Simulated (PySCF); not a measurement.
VF₂, SMILES [F][V][F] (connectivity only; charge and spin as stated), neutral, multiplicity 4.

The structure is a stationary point at B3LYP-D3(BJ)/def2-TZVP. The spin state was assumed, not searched.

The numbers are results of r2SCAN/def2-TZVPD run with PySCF, not measurements.

The molecule is in vacuum.

Q: Estimate the frontier levels, dipole moment and polarisability. (An estimate is asked for; the answer gives what the named calculation found.)

A: 
```
Quantity                                                                                                         Value
---------------------------------------------------------------------------------------------  -----------------------
α spin, highest occupied and lowest empty level                                                     -5.83 and -4.04 eV
β spin, highest occupied and lowest empty level                                                    -10.07 and -2.42 eV
dipole moment                                                                                                   0.02 D
quadrupole, principal values (traceless, Buckingham form, about the centre of nuclear charge)   -11.03, 5.52, 5.52 D·Å
mean static polarisability                                                                        36.3 bohr³ (5.37 Å³)
polarisability, principal values                                                                35.8, 35.8, 37.2 bohr³
⟨S²⟩                                                                                           3.769 (pure state 3.75)
```
